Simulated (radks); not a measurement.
The numbers below are computed, except where a source is named.
Ionisation of the cobalt ion Co+, [Ar] 3d8, to Co2+, [Ar] 3d7, under several functionals. Dirac Kohn-Sham, spin-unpolarised, spherical densities, point nucleus; open shells fill j = l - 1/2 first; a radial shooting solver on a logarithmic mesh with Libxc functionals.

functional                                      E(Co+) (hartree)  Exc (hartree)  IE (eV)  -e(HOMO) (eV)  <r> HOMO (bohr)  IE error (eV)
HCTH/407                                             -1393.80340      -60.40267   19.602         12.405            1.130         +2.518
Wu-Cohen GGA                                         -1392.52600      -59.00396   19.241         12.142            1.140         +2.156
exchange-only PBE                                    -1391.76030      -58.19133   18.324         11.347            1.158         +1.240
PW91                                                 -1393.30782      -59.79813   19.339         12.237            1.142         +2.255
AM05                                                 -1390.73738      -57.17869   19.223         12.127            1.140         +2.138
OLYP                                                 -1393.53821      -60.09276   19.189         12.016            1.136         +2.104
LDA (Slater exchange, Perdew-Wang correlation)       -1390.56988      -57.00014   19.580         12.479            1.142         +2.495
BP86                                                 -1393.40237      -59.89057   19.352         12.281            1.141         +2.268

NIST Atomic Spectra Database: 17.084 eV (measured). Closest: exchange-only PBE. The Delta-SCF values span 1.28 eV, the total energies 3.23 hartree. The highest occupied level is 3d5/2. Spin polarisation and multiplet splitting are left out, so open shells lie too high by an amount that depends on their filling.

Beside tabulated values, note that spin-unpolarised runs miss the spin-polarisation part of the exchange energy of open shells.
